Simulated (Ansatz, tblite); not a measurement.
Cost and result up the ladder for Au2Cl2⁺ (the lowest doublet isomer of a short search) (4 atoms). Charge 1, multiplicity 2. Geometry: PBE0-D4/def2-SVP.

```csv
atom,x (Å),y (Å),z (Å)
Au1,-0.928,-0.215,2.689
Au2,0.326,0.035,-0.903
Cl3,-0.733,1.190,0.809
Cl4,1.335,-1.010,-2.595
```

Ansatz on 4 threads of Arm Neoverse V2 on a shared host; xTB runs through tblite on one thread. Times are rough, summed over both states, and most runs start from the orbitals of an earlier one. B2PLYP/def2-TZVP serves as the yardstick here, not as an exact answer. Differences are given only for rows in sets of like size (and for xTB, whose basis is part of the method), since another set adds its own error. The other state is a quartet at its own geometry.

In the def2 sets Au takes a core potential; there is no spin–orbit coupling. The xTB rows come from tblite. LC-ωPBE has ω = 0.4 bohr⁻¹. B3LYP takes the VWN-RPA correlation. HSE06 is defined as in plane-wave codes, on full-range PBE exchange. Correlated methods freeze 10 core orbitals; core or outer-core shells of Au are correlated, in sets that lack core-valence functions. The rows differ in basis, and correlated rows in double-zeta sets carry the largest basis error. In CCSD on the charge 1 quartet the largest single amplitude is 0.20, so its Hartree–Fock determinant may place the open shell otherwise than the density functionals do. The structure comes from a short search, and lower isomers may exist.

Second-order perturbation terms are unreliable where d shells bring near-degenerate states, and here MP2/def2-TZVP lies more than 0.4 eV from the median of the functionals without such a term.

Correlated methods converge slowly with the basis, most of all in double-zeta sets (MP2 moves by 0.07 eV from def2-SVP to def2-TZVP here).

xTB has no spin-polarisation term.

```csv
level,functions,wall time,quartet − doublet (eV),difference from B2PLYP/def2-TZVP (eV)
GFN1-xTB,36,0.01 s,1.49,-0.93
GFN2-xTB,36,0.013 s,3.32,0.90
PBE-D4/def2-TZVP,154,6.6 s,1.90,-0.52
MP2/def2-TZVP,154,7.4 s,2.72,0.30
RPA@PBE/def2-TZVP,154,9.8 s,2.06,-0.35
PBE0-D4/def2-TZVP (with forces),154,13 s,2.32,-0.09
HSE06-D4/def2-TZVP,154,13 s,2.31,-0.11
BHLYP-D4/def2-TZVP,154,17 s,2.45,0.03
B3LYP-D4/def2-TZVP,154,17 s,2.20,-0.21
LC-ωPBE/def2-TZVP,154,17 s,2.53,0.12
B2PLYP/def2-TZVP,154,19 s,2.42,0.00
r2SCAN-D4/def2-TZVP,154,23 s,1.97,-0.45
CCSD(T)/def2-SVP,100,84 s,2.47,–
```
